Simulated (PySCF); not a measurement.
fluoro(silylmethyl)silane (CH7FSi2), SMILES [SiH3]C[SiH2]F. Atoms are numbered in the order given.

```xyz
11

Si    -1.7686     0.2295     0.2805
C     -0.0685     1.0781     0.2770
Si     1.3691    -0.1086     0.0745
F      0.9363    -1.2659    -1.0135
H     -1.7598    -0.9294     1.2405
H     -2.8328     1.2015     0.7155
H     -2.1084    -0.2745    -1.0924
H     -0.0531     1.8388    -0.5322
H      0.0621     1.6211     1.2387
H      1.6707    -0.7970     1.3747
H      2.5982     0.5731    -0.4562
```

Geometry optimised at PBE-D3(BJ)/def2-SVP. One conformer was computed; it need not be the lowest.

Two levels are set side by side: PBE/pcSseg-1 (PySCF) and HF/pcSseg-1 (PySCF). GIAO shifts against CFCl3 (¹⁹F), TMS (²⁹Si), TMS (¹H), TMS (¹³C) at the same level; non-relativistic, no solvent, atoms listed together averaged. Differences are taken from unrounded values.

```
quantity                       HF     PBE  PBE minus HF
-------------------------  ------  ------  ------------
δ(²⁹Si) of Si1 (ppm)        -61.1   -72.2         -11.1
δ(¹³C) of C2 (ppm)           -5.6    -2.0           3.6
δ(²⁹Si) of Si3 (ppm)         -1.6    13.6          15.2
δ(¹⁹F) of F4 (ppm)         -174.0  -243.0         -69.0
δ(¹H) of H5, H6, H7 (ppm)    4.32    4.59          0.27
```

Rough cost on one machine, each run with all the roots and properties that it gave: HF against PBE within a factor of 2.
